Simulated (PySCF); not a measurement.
## Basis-set dependence of population analyses: `P[SiH2]C1=COC1`

Species: C₃H₇OPSi.
Bonds: P1–Si2, Si2–C3, C3–C4 (double), C4–O5, O5–C6, C3–C6. Hydrogens: H7, H8 on P1; H9, H10 on Si2; H11 on C4; H12, H13 on C6.

PBE0 throughout (PySCF), one geometry, spherical d and f functions. Geometry: PBE0-D3(BJ)/def2-SVP, one conformer, isolated molecule. Atoms taken as equivalent share a column and are averaged. The first 7 of 10 kinds of atom are listed.

Mulliken charges (e):

| basis | functions | P1 | Si2 | C3 | C4 | O5 | C6 | H7/H8 |
| --- | --- | --- | --- | --- | --- | --- | --- | --- |
| STO-3G | 45 | +0.142 | +0.461 | -0.245 | -0.001 | -0.175 | -0.060 | -0.082 |
| 6-31G | 76 | -0.152 | +0.537 | -0.378 | +0.149 | -0.515 | -0.110 | +0.003 |
| pcSseg-0 | 76 | -0.370 | +0.635 | -0.666 | +0.189 | -0.648 | -0.101 | +0.104 |
| 6-31G* | 106 | -0.234 | +0.337 | -0.288 | +0.172 | -0.472 | -0.085 | +0.046 |
| cc-pVDZ | 127 | -0.154 | +0.227 | -0.377 | +0.209 | -0.276 | +0.198 | +0.041 |
| def2-SVP | 127 | -0.144 | +0.373 | -0.387 | +0.153 | -0.330 | +0.205 | +0.024 |
| aug-cc-pVDZ | 209 | -1.036 | -0.455 | -0.181 | +0.820 | -0.616 | +0.975 | +0.426 |
| 6-311+G(2d,p) | 220 | -0.259 | +0.209 | +0.047 | +0.198 | -0.404 | -0.308 | +0.082 |
| def2-TZVP | 240 | -0.266 | +0.196 | -0.243 | +0.039 | -0.262 | +0.005 | +0.091 |
| cc-pVTZ | 286 | -0.169 | +0.227 | -0.277 | +0.049 | -0.226 | +0.046 | +0.045 |
| IGLO-III | 298 | -0.075 | +0.593 | -0.123 | +0.023 | -0.269 | -0.054 | -0.040 |
| pcSseg-2 | 328 | -0.066 | +0.418 | -0.448 | +0.240 | -0.383 | +0.282 | -0.006 |

IAO charges (e):

| basis | functions | P1 | Si2 | C3 | C4 | O5 | C6 | H7/H8 |
| --- | --- | --- | --- | --- | --- | --- | --- | --- |
| STO-3G | 45 | +0.037 | +0.565 | -0.364 | -0.011 | -0.181 | -0.126 | -0.051 |
| 6-31G | 76 | -0.132 | +0.452 | -0.372 | +0.063 | -0.335 | -0.071 | +0.019 |
| pcSseg-0 | 76 | -0.154 | +0.445 | -0.397 | +0.080 | -0.331 | -0.063 | +0.031 |
| 6-31G* | 106 | -0.105 | +0.564 | -0.417 | +0.100 | -0.350 | -0.030 | -0.002 |
| cc-pVDZ | 127 | -0.113 | +0.560 | -0.413 | +0.094 | -0.346 | -0.030 | +0.004 |
| def2-SVP | 127 | -0.106 | +0.571 | -0.417 | +0.100 | -0.348 | -0.023 | 0.000 |
| aug-cc-pVDZ | 209 | -0.122 | +0.565 | -0.413 | +0.092 | -0.364 | -0.032 | +0.007 |
| 6-311+G(2d,p) | 220 | -0.110 | +0.589 | -0.423 | +0.095 | -0.365 | -0.033 | +0.001 |
| def2-TZVP | 240 | -0.111 | +0.598 | -0.427 | +0.097 | -0.364 | -0.030 | 0.000 |
| cc-pVTZ | 286 | -0.117 | +0.587 | -0.423 | +0.096 | -0.361 | -0.032 | +0.003 |
| IGLO-III | 298 | -0.108 | +0.595 | -0.425 | +0.095 | -0.366 | -0.033 | 0.000 |
| pcSseg-2 | 328 | -0.110 | +0.595 | -0.426 | +0.097 | -0.365 | -0.031 | 0.000 |

Problem. Which scheme is steadiest as the basis changes?

Solution. Largest range over the bases for any column: IAO 0.19 e, Mulliken 1.28 e. IAO charges move least and Mulliken charges most, counted in e. Without the minimal STO-3G basis the ranges are IAO 0.15, Mulliken 1.28 e.

Problem. How much do the charges still move between the two largest bases, IGLO-III and pcSseg-2?

Solution. At most, over all atoms: Mulliken 0.336 e, IAO 0.003 e.

Problem. What do the same runs give for the total energy, the frontier levels and the dipole moment?

Solution. 
| basis | energy (Eh) | HOMO (eV) | LUMO (eV) | μ (D) |
| --- | --- | --- | --- | --- |
| STO-3G | -814.4326 | -3.71 | 3.67 | 1.28 |
| 6-31G | -823.8798 | -6.72 | -0.05 | 1.98 |
| pcSseg-0 | -822.8322 | -7.01 | -0.28 | 2.22 |
| 6-31G* | -824.0159 | -6.61 | 0.01 | 1.28 |
| cc-pVDZ | -824.0697 | -6.66 | -0.05 | 1.05 |
| def2-SVP | -823.7208 | -6.78 | -0.16 | 1.17 |
| aug-cc-pVDZ | -824.0859 | -6.83 | -0.37 | 1.08 |
| 6-311+G(2d,p) | -824.1350 | -6.87 | -0.39 | 1.08 |
| def2-TZVP | -824.1542 | -6.85 | -0.29 | 0.99 |
| cc-pVTZ | -824.1532 | -6.81 | -0.24 | 0.98 |
| IGLO-III | -824.1555 | -6.84 | -0.32 | 0.96 |
| pcSseg-2 | -824.1665 | -6.88 | -0.36 | 1.10 |

The dipole is fixed by the density alone, so its range of 1.26 D shows that the density itself changes with the basis, not only its division among atoms.
